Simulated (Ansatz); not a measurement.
Ansatz (an electronic-structure program) input:
A basis named .json is the Basis Set Exchange file of that set.

Ansatz 0.2 input:
```yaml
crystal:
  periodic: [false, false, false]
  atoms:
    - {symbol: Si, position_ang: [2.12171116, 0.34064704, 0.28368213]}
    - {symbol: C, position_ang: [0.24907573, -0.07486638, 0.06268153]}
    - {symbol: C, position_ang: [-0.62472353, -0.94042299, 0.67644033]}
    - {symbol: C, position_ang: [-1.94764773, -0.65043904, 0.21598410]}
    - {symbol: C, position_ang: [-1.82156466, 0.37814006, -0.66026003]}
    - {symbol: O, position_ang: [-0.51378614, 0.74420403, -0.76331726]}
    - {symbol: H, position_ang: [2.55095014, -0.04564707, -1.13819948]}
    - {symbol: H, position_ang: [2.45173872, -1.02142885, 0.90829644]}
    - {symbol: H, position_ang: [-0.33573843, -1.71193367, 1.37119847]}
    - {symbol: H, position_ang: [-2.86742304, -1.14507337, 0.48941630]}
    - {symbol: H, position_ang: [-2.52403356, 0.92692222, -1.26479891]}
basis:
  gaussian:
    orbitals: aug-cc-pV_T+d_Z.json
total_charge: -1
magnetization: {spin_polarized: false}
correlation: {method: ccsd_t, electrons: outside_noble_gas}
```

**Question.** What final total energy does it print?

**Answer.** -519.32096 Eh (CCSD(T)/aug-cc-pV(T+d)Z). The basis has 400 functions.

It need not be the lowest isomer of its formula. Whether it binds its extra electron was not tested at this geometry.
